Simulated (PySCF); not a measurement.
C5H5F4O (doublet state).
Structure used (GFN2-xTB), in Å, numbered top down from 1:
```
atom  x, y, z in Å
F1     0.327    1.935   -0.461
C2     0.743    0.927    0.427
C3     1.964    0.245   -0.040
O4     1.699   -0.937   -0.663
C5     0.308   -1.180   -0.636
C6    -0.269   -0.234    0.432
C7    -1.709    0.169    0.156
F8    -2.526   -0.886    0.340
F9    -2.131    1.124    0.991
F10   -1.927    0.594   -1.087
H11    0.837    1.440    1.389
H12    2.908    0.702   -0.251
H13    0.139   -2.235   -0.413
H14   -0.110   -0.948   -1.625
H15   -0.256   -0.707    1.419
```

The hyperfine couplings belong to this conformer and change with its torsions.

As a line formula: `F[C@@H]1[CH]OC[C@@H]1C(F)(F)F` [radical].

Computed, not measured: UKS B3LYP, pcH-1 on C F H O, non-relativistic, mean-field spin-orbit, GIAO in PySCF. The structure is a single GFN2-xTB conformer in the gas phase; no vibrational or solvent corrections. The geometry wasn't refined by DFT: couplings that depend on bond lengths, twists or pyramidal angles can differ widely from those at the functional's own minimum. No stability test was run, so a lower SCF solution isn't excluded.

Question: Break the g tensor into its mass correction, gauge correction and orbital-Zeeman/spin–orbit terms.

Answer: 
| Δg (ppm) | 1 | 2 | 3 |
| --- | --- | --- | --- |
| relativistic mass correction | -220 | -220 | -220 |
| gauge correction | -3 | 49 | 57 |
| orbital Zeeman/spin–orbit | -116 | 959 | 1923 |
| total | -340 | 789 | 1760 |

So g = 2.00198, 2.00311, 2.00408 and g_iso = 2.00306; the tensor is rhombic: the two nearest values differ by 46 % of g3 − g1. Axes: g2 points within 6° of the C3–O4 bond and g3 points within 15° of the O4–C5 bond.

Question: What are the electron Larmor frequencies g μB B/h along the three axes at 340 mT?

Answer: 9.5269, 9.5322, 9.5369 GHz for g1, g2 and g3, a range of 10.0 MHz.

Question: What effective moment and Curie constant follow for a powder?

Answer: With the mean of g² = 4.0122 and S(S+1) = 0.75: μ_eff = √(⟨g²⟩S(S+1)) = 1.735 μB and χT = 0.12505·⟨g²⟩·S(S+1) = 0.376 cm³ K/mol (cgs; spin-Hamiltonian part alone).

Question: At 9.566 GHz, how far is the centre of the isotropic spectrum from where a free electron (g = 2.002319) resonates?

Answer: B = hν/(g μB) with μB/h = 13.99624 MHz/mT gives 341.34 mT for the free electron and 341.21 mT at g_iso, 0.13 mT lower.

Question: In a frozen sample, at which fields do the three g values resonate at 9.5, 34, 94 and 263 GHz (hyperfine left aside), and which band first spreads them over more than twice a line width of 0.5 mT?

Answer: 
```csv
band,GHz,B(g3) mT,B(g2) mT,B(g1) mT,spread mT
X,9.5,338.69,338.85,339.04,0.36
Q,34.0,1212.14,1212.73,1213.41,1.27
W,94.0,3351.21,3352.83,3354.72,3.51
J,263.0,9376.25,9380.80,9386.09,9.83
```

The spread grows in proportion to the frequency. Q band is the first where it exceeds 1.0 mT.

The largest Mulliken spin populations are on C3 (+0.82) and O4 (+0.16). The angles at C3 add up to 356.1°, so it is nearly planar; its axial dipolar tensor and the negative coupling of its proton fit spin in a p orbital normal to that plane.

The HOMO–LUMO gaps are 6.19 eV among the α and 7.30 eV among the β orbitals.
